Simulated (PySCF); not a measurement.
Isomers of C9H12OSi. Computed with PBE0-D3(BJ)/def2-SVP geometry optimisation, gas phase in PySCF. Energies are electronic, without zero-point or thermal terms, for one conformer each. No frequencies were run at this level. Point groups hold within 0.08 Å.

Question: Rank from lowest to highest electronic energy at this level (kJ/mol).
A. `[CH2:1]=[CH:2][O:3][SiH2:4][c:5]1[cH:6][cH:7][cH:8][c:9]([CH3:10])[cH:11]1` with C1–C2–O3–Si4 0°, C2–O3–Si4–C5 -179°, O3–Si4–C5–C6 -179°
B. `[CH2:1]=[C:2]([CH3:3])[SiH2:4][O:5][c:6]1[cH:7][cH:8][cH:9][cH:10][cH:11]1` with C1–C2–Si4–O5 -2°, C2–Si4–O5–C6 -178°, Si4–O5–C6–C7 -1°
C. `[CH2:1]=[CH:2][CH2:3][SiH2:4][O:5][c:6]1[cH:7][cH:8][cH:9][cH:10][cH:11]1` with C1–C2–C3–Si4 101°, C2–C3–Si4–O5 173°, C3–Si4–O5–C6 -178°, Si4–O5–C6–C7 176°

Answer: B (0.0), A (0.1), C (2.5).

Neighbours under 10 kJ/mol apart (C=C(C)[SiH2]Oc1ccccc1 and C=CO[SiH2]c1cccc(C)c1; C=CO[SiH2]c1cccc(C)c1 and C=CC[SiH2]Oc1ccccc1) can change places with a better method, another conformer or zero-point energy.

| SMILES | E (Eh) | E rel (kJ/mol) | dipole (D) | point group | A, B, C (MHz) |
| --- | --- | --- | --- | --- | --- |
| C=C(C)[SiH2]Oc1ccccc1 | -713.91305 | 0.0 | 1.03 | near Cs | 3116, 427.3, 378.4 |
| C=CO[SiH2]c1cccc(C)c1 | -713.91302 | 0.1 | 1.11 | – | 2107, 485.4, 397.4 |
| C=CC[SiH2]Oc1ccccc1 | -713.91212 | 2.5 | 0.63 | C1 | 3881, 359.6, 335.6 |
